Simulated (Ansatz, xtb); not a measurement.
C3H4F2O2: which of two isomers lies lower

We compare a, `CC(F)(F)OC=O`, a singlet, with b, `CC(=O)OC(F)F`, a singlet. Both are isolated molecules in the gas phase, relaxed with PBE-D3(BJ)/def2-SVP; the shapes shown needn't be the lowest conformers.

a (Å):

```xyz
11

C    -1.7657    1.4724   -0.3736
C    -0.5493    1.6210   -1.2557
C     0.5236   -0.4965   -0.7832
F     0.4170    2.3548   -0.6442
F    -0.8660    2.2517   -2.4122
O     0.0303    0.3940   -1.6917
O     0.4912   -0.4014    0.4176
H    -2.5276    0.8599   -0.8900
H    -1.4763    0.9940    0.5781
H    -2.1797    2.4787   -0.1767
H     0.9658   -1.3476   -1.3602
```

b (Å):

```xyz
11

C    -2.3515    1.0360   -1.4758
C    -0.8521    1.0973   -1.3977
C     0.9321    0.7437    0.1459
F     1.1588    1.6012    1.1655
F     1.2773   -0.4976    0.5530
O    -0.0898    1.4026   -2.2849
O    -0.4396    0.7431   -0.1188
H    -2.6817    1.3083   -2.4925
H    -2.7938    1.7258   -0.7299
H    -2.6999    0.0166   -1.2168
H     1.5181    1.0385   -0.7497
```

Estimate which is lower in electronic energy at CCSD(T)/def2-SVP + ΔMP2/def2-TZVPP, and by roughly how much.

The CCSD(T)/def2-SVP + ΔMP2/def2-TZVPP calculation puts structure b lower, by 10.2 kJ/mol.

How the difference moves with the method:

| level | geometry | E(b) − E(a) (kJ/mol) | departure from the last row (kJ/mol) | job, with rough time for the two |
| --- | --- | --- | --- | --- |
| GFN2-xTB | GFN2-xTB | −17.4 | −7.2 | optimisation, 0.15 s |
| HF/STO-3G | GFN2-xTB | −10.4 | −0.2 | single point, 0.42 s |
| r2SCAN-D4/def2-SVP | GFN2-xTB | −6.3 | +3.8 | single point, 4.7 s |
| PBE-D3(BJ)/def2-SVP | PBE-D3(BJ)/def2-SVP | −8.1 | +2.1 | optimisation, 50 s |
| HF/def2-SVP | PBE-D3(BJ)/def2-SVP | −16.3 | −6.1 | part of the CCSD(T) run |
| MP2/def2-SVP | PBE-D3(BJ)/def2-SVP | −6.5 | +3.7 | part of the CCSD(T) run |
| CCSD(T)/def2-SVP | PBE-D3(BJ)/def2-SVP | −5.8 | +4.4 | single point |
| CCSD(T)/def2-SVP + ΔMP2/def2-TZVPP | PBE-D3(BJ)/def2-SVP | −10.2 |  | single point, 77 s |

As drawn, both hold the same kinds of bond in the same numbers.

None of the levels shown reverses the order. The largest departure from CCSD(T)/def2-SVP + ΔMP2/def2-TZVPP is that of GFN2-xTB, 7.2 kJ/mol. The last row adds to CCSD(T) the change of the MP2 difference between the two basis sets, here −4.4 kJ/mol.

With thermal terms from frequencies at re-optimised GFN2-xTB minima (ideal gas, soft modes damped towards free rotors, one conformer each, 298.15 K, 1 atm): the zero-point term adds +0.8 kJ/mol; ΔH is −8.5 and ΔG −12.5 kJ/mol.

The correlated steps freeze 7 core orbitals. Programs: Ansatz 0.2.0, xtb 6.7.1; the last row on 2 threads of Arm Neoverse V1 on a shared host.
